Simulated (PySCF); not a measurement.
**Mo(OH)₂, singlet: structure and spectrum**

Level of theory: PySCF, PBE0, basis Mo def2-TZVP with ECP28, O def2-TZVP, H def2-TZVP (scalar-relativistic core potentials, no spin–orbit coupling, density fitting).

The structure is a minimum.

Coordinates in bohr (charge 0 multiplicity 1):
```
Mo    0.0000    0.0000   -0.1991
O     3.2836   -0.7165    0.5077
O    -3.2836    0.7165    0.5077
H     4.6736   -1.0198    1.6233
H    -4.6736    1.0198    1.6233
```

- Point group: C2v
- Bond lengths: Mo–O 1.817 Å (×2), O–H 0.957 Å (×2)
- Bond angles: H–O–Mo 153.8° (×2), O–Mo–O 156.2°
- Principal polarisabilities: 63.4, 63.4, 66.1 bohr³
- Lowest empty level: -2.84 eV
- Atomisation energy without zero-point energy: 1472 kJ/mol
- Zero-point energy: 70.0 kJ/mol
- Rotational symmetry number: 2
- Dipole moment: 1.89 D
- Entropy at 298.15 K and 1 bar: 283.2 J/(mol K)
- Rotational constants: 3.452, 0.1477, 0.1417 cm⁻¹
- Enthalpy at 298.15 K above 0 K: 14.27 kJ/mol
- Highest occupied level: -5.16 eV
- Heat capacity Cp at 298.15 K: 66.4 J/(mol K)
- Principal quadrupole moments (Buckingham, traceless) about the centre of mass: -7.78, -2.73, 10.51 D Å

Harmonic modes (masses in u: Mo 97.905, O 15.995, H 1.008):
| symmetry | ω (cm⁻¹) | IR (km/mol) |
| --- | --- | --- |
| a1 | 117 | 16.5 |
| a2 | 462 | 0.0 |
| b2 | 529 | 110 |
| a1 | 570 | 53.2 |
| b1 | 622 | 98.8 |
| a1 | 766 | 20.4 |
| b2 | 786 | 189 |
| b2 | 3921 | 426 |
| a1 | 3926 | 107 |

In C2v the vibrations span 4a1 + a2 + 3b2 + b1. Here b1 is antisymmetric to the molecular plane and b2 lies in it. The a2 mode carries no infrared intensity, as symmetry demands.

Charges (e):
```json
{"atom": "Mo1", "Mulliken": "0.70", "Löwdin": "0.29", "polar tensor": "0.73", "Mayer order to Mo1": "–"}
{"atom": "O2,3", "Mulliken": "-0.70", "Löwdin": "-0.32", "polar tensor": "-0.68", "Mayer order to Mo1": "1.11"}
{"atom": "H4,5", "Mulliken": "0.36", "Löwdin": "0.17", "polar tensor": "0.32", "Mayer order to Mo1": "0.01"}
```
Other Mayer orders above 0.3: O–H 0.87 (×2).

Mulliken populations on Mo1 (electrons outside its core potential): s 3.19, p 6.12, d 3.95, f 0.04.

Only a few start shapes were tried, so a lower isomer may exist. At this level a quintet minimum of C2 symmetry lies 154 kJ/mol below this structure. At the minimum of this search the closed-shell solution is unstable towards spin polarisation, so a lower open-shell solution exists.

The final relaxation and frequency run took 72 s on 4 threads of a shared Arm Neoverse V2 host, with 114 basis functions and 14 gradients; the process peaked at 1.5 GiB. Launch command: `OMP_NUM_THREADS=4 python axn.py task.json out`.
